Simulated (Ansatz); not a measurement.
A nudged elastic band was laid between two geometries of FGeHO (4 atoms, charge 0, multiplicity 1).

Method: RKS r2SCAN/def2-SVP (Ansatz 0.2.0).

```
movable images  : 9
climbing image  : yes
spring          : 5.0 eV/Å²
optimiser       : quadratic models (default)
start path      : IDPP
force threshold : 0.03 eV/Å
iteration limit : 60
end points      : relaxed
```

First end point:

```xyz
4
Properties=species:S:1:pos:R:3
O -0.824 0.539 -0.383
Ge -0.395 -0.695 0.822
F 1.331 -0.743 0.437
H -0.056 0.839 -0.897
```

Last end point:

```xyz
4
Properties=species:S:1:pos:R:3
O -0.146 0.583 -0.602
Ge -0.253 -0.622 0.709
F 1.455 -1.009 0.689
H -1.000 0.987 -0.816
```

Problem. What changes between the two ends?

Solution. No bond is made or broken. The dihedral H4–O1–Ge2–F3 changes from 0 to -180° by way of a nearly straight angle H4–O1–Ge2 (up to 173°), not by a turn about the bond.

Problem. What energy profile does the band end with?

Solution. The forces met the threshold. The highest image is number 6 of 0 to 10, 0.40 eV above the first end and 0.30 eV above the last; the last end lies 0.10 eV above the first. A vibrational analysis at the climbing image gives 2 clearly imaginary modes (609i, 258i cm⁻¹): a point of higher order, so a lower path passes nearby.

```json
{"image": "0", "path coordinate (Å)": "0.00", "energy (eV)": "0.00", "angle H4–O1–Ge2 (°)": "112"}
{"image": "1", "path coordinate (Å)": "0.16", "energy (eV)": "0.02", "angle H4–O1–Ge2 (°)": "120"}
{"image": "2", "path coordinate (Å)": "0.32", "energy (eV)": "0.06", "angle H4–O1–Ge2 (°)": "128"}
{"image": "3", "path coordinate (Å)": "0.48", "energy (eV)": "0.14", "angle H4–O1–Ge2 (°)": "139"}
{"image": "4", "path coordinate (Å)": "0.64", "energy (eV)": "0.24", "angle H4–O1–Ge2 (°)": "153"}
{"image": "5", "path coordinate (Å)": "0.80", "energy (eV)": "0.35", "angle H4–O1–Ge2 (°)": "169"}
{"image": "6", "path coordinate (Å)": "0.96", "energy (eV)": "0.40", "angle H4–O1–Ge2 (°)": "173"}
{"image": "7", "path coordinate (Å)": "1.11", "energy (eV)": "0.35", "angle H4–O1–Ge2 (°)": "156"}
{"image": "8", "path coordinate (Å)": "1.27", "energy (eV)": "0.24", "angle H4–O1–Ge2 (°)": "140"}
{"image": "9", "path coordinate (Å)": "1.42", "energy (eV)": "0.14", "angle H4–O1–Ge2 (°)": "126"}
{"image": "10", "path coordinate (Å)": "1.57", "energy (eV)": "0.10", "angle H4–O1–Ge2 (°)": "113"}
```

Problem. What is the geometry of the highest image?

Solution. 
```xyz
4
Properties=species:S:1:pos:R:3
O -0.341 0.524 -0.490
Ge -0.457 -0.648 0.788
F 1.241 -1.121 0.863
H -0.388 1.184 -1.181
```

Run time: 2.2 min on 1 thread of Arm Neoverse V1, on a shared host, peak memory 0.12 GiB.
